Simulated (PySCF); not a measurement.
H₂Sb, SMILES [SbH2] (connectivity only; charge and spin as stated), charge +1, multiplicity 1.

Coordinates come from a B3LYP-D3(BJ)/def2-TZVPD optimisation. The multiplicity is an assumed one; other spin states were not compared. The isomer is the one that the SMILES or the coordinates give; other isomers of the formula were not compared. The def2 effective core potentials stand for the cores of Sb; spin–orbit coupling is left out.

Two levels are set side by side: PBE/def2-TZVPD (PySCF) and HF/def2-TZVPD (PySCF). Same geometry, gas phase. Differences are taken from unrounded values.

```csv
quantity,HF,PBE,PBE minus HF
orbital gap (eV),9.76,1.97,-7.79
highest occupied level (eV),-17.42,-13.98,3.44
lowest empty level (eV),-7.66,-12.01,-4.35
mean polarisability (bohr³),31.2,30.8,-0.5
```

PBE's occupied levels lie high since its potential decays too fast outside the molecule; exact exchange lowers them and widens the gap. Differences between two approximate levels are no errors against the true value.

Rough cost on one machine, each run with all the roots and properties that it gave: HF against PBE about 1/5.
